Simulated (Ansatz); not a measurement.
Bond stretch in H3ClSi, SMILES [SiH3]Cl. The Si1–H5 bond (Si1 also carries Cl, H, H; H5 carries nothing else) is varied alone, starting from the PBE0/def2-TZVP optimised geometry.

Level of theory: CCSD(T) on UHF/cc-pVDZ, frozen core (Ansatz, a program for electronic structure).

The batch members p0 to p5 hold the bond at 1.19, 1.26, 1.34, 1.39, 1.43, 1.48 Å.

Ansatz input:

Ansatz 0.2 input:
```yaml
# input.yaml
basis:
  gaussian: { orbitals: cc-pvdz }
correlation:
  method: ccsd_t
  electrons: outside_noble_gas
scf:
  omitted_lower_state_checks: [cluster_reference, increment]
batch:
  members: [p0.yaml, p1.yaml, p2.yaml, p3.yaml, p4.yaml, p5.yaml]

# p3.yaml, one of the 6 members of this batch
crystal:
  periodic: [false, false, false]
  atoms:
    - { symbol: Si, position_ang: [0.0, 0.0, 0.0] }
    - { symbol: Cl, position_ang: [-1.70585086, -0.93912224, -0.65291843] }
    - { symbol: H, position_ang: [0.0, 1.38795284, -0.51596017] }
    - { symbol: H, position_ang: [1.1728103, -0.74226159, -0.51594356] }
    - { symbol: H, position_ang: [0.0, 0.0, 1.39] }
total_charge: 0
magnetization:
  spin_polarized: true
```

Lines of the output on each member:

```
Member 0: Total energy: -20420.91715570 eV, -750.4548636773 hartree
Member 0: Checks for a lower state left out: cluster_reference, increment
Member 1: Total energy: -20421.52385139 eV, -750.4771593325 hartree
Member 1: Checks for a lower state left out: cluster_reference, increment
Member 3: Total energy: -20422.08621393 eV, -750.4978257749 hartree
Member 3: Checks for a lower state left out: cluster_reference, increment
Member 2: Total energy: -20421.94024424 eV, -750.4924614874 hartree
Member 2: Checks for a lower state left out: cluster_reference, increment
Member 4: Total energy: -20422.15278648 eV, -750.5002722707 hartree
Member 4: Checks for a lower state left out: cluster_reference, increment
Member 5: Total energy: -20422.18413374 eV, -750.5014242615 hartree
Member 5: Checks for a lower state left out: cluster_reference, increment
```

The unrestricted determinant behind UCCSD(T) is spin-contaminated at 2.21 to 5.11 Å (<S²> up to 1.0, against 0.00 for a pure singlet).
